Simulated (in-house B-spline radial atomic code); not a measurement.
**OLYP excitations of N³⁺**

Method: OLYP. Computed with an all-electron radial atomic-structure program (B-spline basis): linear response of the closed shell [He] 2s2 with the functional's adiabatic kernel; scalar-relativistic (spin-free one-electron X2C), finite nucleus, no spin-orbit coupling, no double excitations, S, P, D and F terms only.

Command:
```bash
python run_td.py task.json out
```
Settings (radii: box in bohr, nucleus in fm):
```
Z                        7
electrons                4
configuration            [He] 2s2
hamiltonian              x2c
method                   optx,lyp
box_radius               23.08
rms_radius               2.5582
intervals                74
```

Time taken, with all properties: 0.1 s on 1 thread of Intel(R) Xeon(R) 6975P-C (Granite Rapids) (shared host).

The lowest states, in the order of their Tamm-Dancoff energies; the method's threshold (minus the highest occupied level) is 68.15 eV. Labels give the largest channel, * marks a mixed state, and oscillator strengths are full-response dipole values. Semilocal kernels can invert the small singlet-triplet splittings of Rydberg terms. Energies in eV:

```csv
state,full response,Tamm-Dancoff,oscillator strength
2s → 2p 3P,6.125,7.401,-
2s → 2p 1P,15.451,16.210,0.62
2s → 3s 3S,44.04,44.07,-
2s → 3s 1S,45.67,45.72,-
2s → 3p 3P,47.02,47.06,-
2s → 3p 1P,47.62,47.64,0.291
2s → 3d 3D,48.71,48.77,-
2s → 3d 1D,49.87,49.89,-
2s → 4s 3S,57.16,57.17,-
2s → 4s 1S,57.60,57.62,-
2s → 4p 3P,58.20,58.21,-
2s → 4p 1P,58.38,58.38,0.0766
2s → 4d 3D,58.89,58.91,-
2s → 4d 1D,59.23,59.24,-
2s → 4f 3F,?,?,-
2s → 4f 1F,?,?,-
```

(1) Where does 2s → 4f 3F lie?

(2) Where does 2s → 4f 1F lie?

(3) How large is the singlet-triplet splitting of 2s → 2p (P terms) in Tamm-Dancoff?

(4) What polarisabilities and dispersion coefficient does the method give?

Answers

(1) At 59.57 eV in full response, 59.58 eV in Tamm-Dancoff.

(2) At 59.59 eV in full response, 59.59 eV in Tamm-Dancoff.

(3) 8.81 eV, from the unrounded values.

(4) Dipole 2.109 bohr³, quadrupole 1.493 bohr⁵, C6 2.118 hartree·bohr⁶ for two such species.
